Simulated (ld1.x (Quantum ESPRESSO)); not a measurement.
Which change was made? (Cl, ultrasoft)

* Element: chlorine (Cl)
* Generator: ld1.x (Quantum ESPRESSO) 7.5
* Type: ultrasoft
* Functional: PBE
* Relativity: scalar-relativistic
* Frozen core: [Ne]
* Valence charge: 7
* Reference configuration: 3s2 3p5
* Partial waves: 3s (bound): rcut 0.90, rcutus 1.15 bohr; 3s channel at -0.65 Ry: rcut 0.90, rcutus 1.15 bohr; 3p (bound): rcut 1.30, rcutus 1.55 bohr; 3p channel at 3.3 Ry: rcut 1.30, rcutus 1.55 bohr; 3d channel at 0.05 Ry: rcut 0.95, rcutus 1.30 bohr
* Local potential: all-electron potential smoothed inside 1.50 bohr (lloc = -1)
* Core correction: Bessel-smoothed model core, default radius (core density twice the valence density)
* Augmentation charge: PSQ, inside the norm-conserving radii

Cutoffs, loose and tight: the cutoffs (Ry, on a coarse ladder) from which the occupation-weighted sum of valence levels, in a spherical-Bessel basis at the reference potential, stays within 10 and 1 mRy of its value at 400 Ry. They do not see the model core or the augmentation charge, which bear on the density cutoff. Test errors are all-electron minus pseudo excitation energies from the reference, over the configurations 3s2 3p4; 3s2 3p3; 3s2 3p2; 3s2 3p4.5; 3s1 3p6; 3s2 3p5.3; 3s1 3p5; variants that change the core or the reference have their own tests.

The base gives: outcome: generated; cutoff, loose: 30 Ry; cutoff, tight: 55 Ry; bound ghosts: none; largest test error (meV): +24.

Task: After one change the result is: outcome: generated; cutoff, loose: 30 Ry; cutoff, tight: 55 Ry; bound ghosts: none; largest test error (meV): -10. Which change was it?
A. waves 3p (bound): rcut 1.06, rcutus 1.12 bohr; 3p channel at 3.3 Ry: rcut 1.06, rcutus 1.12 bohr
B. waves 3p (bound): rcut 1.30, rcutus 1.66 bohr; 3p channel at 3.3 Ry: rcut 1.30, rcutus 1.66 bohr
C. waves 3p (bound): rcut 1.26, rcutus 1.34 bohr; 3p channel at 3.3 Ry: rcut 1.26, rcutus 1.34 bohr

Result: C. The others give: waves 3p (bound): rcut 1.06, rcutus 1.12 bohr; 3p channel at 3.3 Ry: rcut 1.06, rcutus 1.12 bohr → outcome: generated; cutoff, loose: 35 Ry; cutoff, tight: 70 Ry; bound ghosts: none; largest test error (meV): -5.1 | waves 3p (bound): rcut 1.30, rcutus 1.66 bohr; 3p channel at 3.3 Ry: rcut 1.30, rcutus 1.66 bohr → outcome: generated; cutoff, loose: 30 Ry; cutoff, tight: 55 Ry; bound ghosts: none; largest test error (meV): +37.
